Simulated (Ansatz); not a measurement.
Harmonic frequencies (cm⁻¹) at PBE0-D4/def2-TZVP from Ansatz: 64, 191, 249, 258, 268, 712, 772, 782, 790.

Task: Which molecule is it?
A. `[NH2][In][Cl]`•
B. `[Cl][SnH2]`•
C. `[OH][Ga][Cl]`•
D. `[O][Ge]([F])([F])[F]`•

Result: D.
